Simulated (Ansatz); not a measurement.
Geometry optimisation, Ansatz, RKS PBE-D4/def2-SVP.

input.yaml

```yaml
crystal:
  periodic: [false, false, false]
  atoms:
    - { symbol: Ta, position_ang: [-0.207093, -0.654742, 0.074306] }
    - { symbol: O, position_ang: [2.838055, 0.319259, 0.323219] }
    - { symbol: H, position_ang: [2.793632, 0.617462, 1.252398] }
    - { symbol: Cl, position_ang: [-0.104639, -0.666328, 2.413494] }
    - { symbol: Cl, position_ang: [0.188506, -0.96432, -2.194502] }
    - { symbol: F, position_ang: [-0.30276, 1.237375, -0.019161] }
    - { symbol: "N", position_ang: [-1.814431, -1.779262, 0.059967] }
    - { symbol: H, position_ang: [-2.404166, -1.948105, 0.882217] }
    - { symbol: H, position_ang: [-2.271249, -2.116862, -0.794096] }
    - { symbol: H, position_ang: [1.220014, -1.729821, 0.246152] }
    - { symbol: H, position_ang: [2.739829, -0.665556, 0.409906] }
basis:
  gaussian: { orbitals: def2-SVP }
hamiltonian:
  xc: pbe
  dispersion: d4
relax:
  f_tol: 0.03
  max_steps: 50
```

Command:

```bash
$ ansatz run input.yaml --threads 4 --pin off --max-ram 5120MiB --backend cpu --events-out ev --progress --plain --runs-dir out
```

Problem. Where does it end, and by what steps?

Solution. The forces met the threshold. After 13 steps the energy has fallen by 0.456 eV; H3 moved furthest, 0.87 Å. Joined: Ta1–O2 (3.21 → 2.34 Å).

```csv
step,energy less start (eV),largest force component (eV/Å),accepted
0,0.0000,0.615,yes
1,-0.0685,1.170,yes
2,-0.1639,1.312,yes
3,-0.2965,1.320,yes
4,-0.3361,1.065,yes
5,-0.3892,0.574,yes
6,-0.4049,1.046,yes
7,-0.4354,0.594,yes
8,-0.4488,0.234,yes
9,-0.4510,0.092,yes
10,-0.4547,0.095,yes
11,-0.4558,0.058,yes
12,-0.4562,0.041,yes
13,-0.4563,0.015,yes
```

```xyz
11
Properties=species:S:1:pos:R:3
Ta 0.034 -0.718 0.118
O 2.249 0.025 0.308
H 2.282 0.950 0.628
Cl -0.014 -0.889 2.471
Cl 0.233 -0.924 -2.198
F 0.059 1.218 0.142
N -1.715 -1.626 0.060
H -2.273 -1.878 0.882
H -2.203 -1.892 -0.802
H 1.155 -2.107 0.206
H 2.869 -0.508 0.839
```

Whether the end is a true minimum wasn't checked by a vibrational analysis.

Time of the run: 35 s on 4 threads of Arm Neoverse V1, on a shared host, peak memory 0.21 GiB.
